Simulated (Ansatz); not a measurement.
Z-matrix (Å, degrees):
```
Si
C 1 1.880
S 1 2.139 2 111.2
H 1 1.482 2 108.6 3 -122.6
H 1 1.481 2 109.3 3 115.9
Cl 2 1.787 1 108.0 3 -179.3
H 2 1.090 1 112.4 3 61.9
H 2 1.090 1 111.9 3 -60.5
H 3 1.344 1 94.6 2 -72.1
```

Total charge 0; spin multiplicity 1.

Task: List the r2SCAN/def2-TZVPP orbital energies in eV (Ansatz 0.2.0). (Best estimate.)

Result: Ansatz gave: Occupied: -2753.47, -2409.31, -1791.73, -274.60, -254.82, -213.76, -193.44, -193.18, -193.18, -157.84, -157.75, -157.63, -142.15, -97.05, -96.98, -96.98, -22.41, -19.30, -17.54, -13.59, -11.85, -11.21, -10.74, -9.73, -8.98, -8.60, -7.60, -7.37, -6.67. Lowest empty: -0.69, -0.38, 0.18, 0.69, 1.11, 1.50, 2.12, 2.22.
